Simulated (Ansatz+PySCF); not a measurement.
A calculation with PySCF 2.14.0.

```python
from pyscf import gto, scf, cc

mol = gto.M(atom="""
Be 0.000000 0.000000 0.000000
N 1.101230 1.468300 3.178960
""", basis='sto-3g', charge=0, spin=3)
mf = scf.UHF(mol)
mf.kernel()
mycc = cc.CCSD(mf, frozen=1).run()
et = mycc.ccsd_t()
print(mf.e_tot, mycc.e_corr, et, mycc.e_tot + et)
```

The script is written out from the run's settings.

Output:

* Converged: yes
* Reference energy: -68.07088 hartree
* CCSD correlation energy: -0.05187 hartree
* Triples correction: 0.00000 hartree
* Total energy: -68.12276 hartree
* Spin squared of the determinant: 3.751

This is not the lowest solution: another run reaches a determinant 0.04 eV lower.
